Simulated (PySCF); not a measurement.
C5H7F, SMILES C1[C@@H](F)C=CC1. Coordinates come from a PBE0-D3(BJ)/def2-SVP optimisation. The structure was generated by enumeration; whether it is a known compound was not checked. Other conformers were not sampled.

Task: Give the equilibrium geometry at PBE0-D3(BJ)/def2-SVP (PySCF confirms it by a frequency run) as a Z-matrix. (An estimate is asked for; the answer gives what the named calculation found.)

Result: One answer among several that fit: 
```
C
H 1 1.0988
H 1 1.1012 2 107.77
C 1 1.5307 2 113.44 3 -116.80
F 4 1.3809 1 111.32 2 92.87
H 4 1.1071 5 106.15 3 135.20
C 4 1.4999 6 110.91 5 -122.43
C 7 1.3358 4 111.25 6 -107.29
H 7 1.0922 8 126.31 4 -176.76
H 8 1.0932 7 124.95 9 0.26
C 8 1.5027 10 122.96 7 177.63
H 11 1.1022 8 112.97 10 47.19
H 11 1.1053 12 106.02 8 120.79
```
